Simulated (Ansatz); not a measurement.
MnBr₂. Charge 0, multiplicity 4. Geometry B3LYP-D4/def2-TZVP; atoms count from 1.

Cartesian coordinates in Å:
```
Mn 0.001 0.000 0.000
Br 0.634 -2.102 -0.735
Br -0.635 2.101 0.734
```

The charge 0 quartet is spin-contaminated (final ⟨S²⟩ up to 4.74, 3.75 for a pure state). The geometry of the quartet was relaxed on an unsound state (⟨S²⟩ 4.70, where a pure state has 3.75). At PBE0-D4/def2-TZVP a sextet of charge 0 lies 1.99 eV below the quartet, each at its own geometry.

Q: Estimate the Mulliken populations from the PBE0/def2-TZVP orbitals of Ansatz.

A: 
```json
{"atom": "Mn1", "charge (e)": "0.74", "spin (α − β)": "3.14", "d electrons": "5.40"}
{"atom": "Br2", "charge (e)": "-0.37", "spin (α − β)": "-0.07", "d electrons": "–"}
{"atom": "Br3", "charge (e)": "-0.37", "spin (α − β)": "-0.07", "d electrons": "–"}
```
Mulliken values and Mayer orders depend strongly on the basis.

Q: Where does the spin sit?

A: Summed by element: Mn 3.14, Br -0.14, of 3 unpaired in all. Largest on single atoms: Mn1 3.14, Br3 -0.07, Br2 -0.07.

Q: And the Mayer bond orders between bonded heavy atoms (over 0.3)?

A: Mn1–Br2 1.06 (2.31 Å); Mn1–Br3 1.06 (2.31 Å).
